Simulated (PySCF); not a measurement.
Compound: C2H10BNOSi.
Z-matrix (Å and degrees, PBE0-D3(BJ)/def2-SVP geometry), rows numbered from 1:
```
C 
N   1  1.4387
C   2  1.4411  1  114.97
B   2  1.4028  1  122.34  3  -179.22
O   4  1.3730  2  120.02  1   179.32
Si  5  1.6643  4  132.28  2   177.67
H   1  1.0980  2  110.09  3  -179.73
H   1  1.1056  2  111.47  3   -59.64
H   1  1.1060  2  111.51  3    60.15
H   3  1.1054  2  111.29  1   -60.08
H   3  1.0971  2  109.73  1   179.79
H   3  1.1053  2  111.27  1    59.60
H   4  1.2149  2  119.16  1    -0.51
H   6  1.4923  5  109.52  4  -107.95
H   6  1.4944  5  110.70  4    12.82
H   6  1.4907  5  108.43  4   133.15
```

The closed-shell ground state was solved at several levels (PySCF, density fitting, gas phase, non-relativistic).

```
            level  basis functions  HOMO (eV)  LUMO (eV)  gap (eV)  dipole (D)
      HF/pcSseg-2              363      -9.98       2.65     12.63        0.72
wB97X-D/def2-SVPD              207      -8.75       1.86     10.61        0.93
```

Task: What might PBE0/pcSseg-1 (159 basis functions) give for the same quantities?

Result: HOMO -6.85 eV, LUMO 0.62 eV, gap 7.47 eV, dipole 0.97 D.

Task: Over all these levels, which gives the widest orbital gap and which the narrowest?

Result: HF/pcSseg-2 (Hartree–Fock, all exact exchange) has the widest, 12.63 eV, and PBE0/pcSseg-1 (global hybrid, 25 % exact exchange) the narrowest, 7.47 eV. Functional and basis both differ between the two, so the spread mixes both effects.

Task: How far do the dipole and the HOMO energy spread over the levels?

Result: The dipole runs from 0.72 to 0.97 D (mean 0.87 D) and the HOMO from -9.98 to -6.85 eV.

One conformer stands for the species.
